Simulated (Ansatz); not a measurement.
doublet Al: levels of theory in one basis

A single Al atom.

Basis set: 6-31G (spherical functions). Left uncorrelated: 5 orbitals. Correlation on ROHF uses semicanonical orbitals with singles. Charge 0, multiplicity 2.

Computed with Ansatz (development build ahead of 0.2.0); the reference of a correlated method needn't be the lowest determinant of its kind.

```
                            method  E − E(ROHF) (eV)  <S²> of the determinant
                              ROHF              0.00                     0.75
                         ROHF-CCSD             -0.80                        –
                      ROHF-CCSD(T)             -0.80                        –
                       UHF-BCCD(T)             -0.80                     0.75
full CI (lowest root of this spin)             -0.80                        –
```

(1) What does ROHF-MP2 give on the same scale?

## Answers

(1) -0.46 eV.

Caution for UHF-BCCD(T): the reference determinant was not shown to be the lowest.
